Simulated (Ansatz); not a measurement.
System: C2H4N, charge -1, multiplicity 1. It need not be the lowest isomer of its formula. Whether it binds its extra electron was not tested at this geometry. 
Structure (B3LYP-D3(BJ)/def2-TZVP (Ansatz, an electronic-structure program) minimum search):
```xyz
7

C      1.0403    -0.3759    -0.0142
N     -0.1168     0.4897     0.1915
C     -1.2460    -0.0230    -0.1838
H      1.7780     0.1173    -0.6672
H      1.5532    -0.5657     0.9422
H      0.7604    -1.3463    -0.4651
H     -2.0394     0.7602     0.0378
```
Charge -1, spin multiplicity 1.

Basis-set convergence of Hartree-Fock and CCSD(T) correlation energies (hartree) with Ansatz. Valence correlation only, unless marked. No spin-orbit coupling. Non-relativistic.

```tsv
basis	functions	E(HF)	E(corr, CCSD(T))
aug-cc-pVDZ	105	-132.42568	-0.52846
aug-cc-pVTZ	230	[?]	[?]
```

What belongs in the gaps?


- aug-cc-pVTZ, E(HF): -132.45496
- aug-cc-pVTZ, E(corr, CCSD(T)): -0.61684
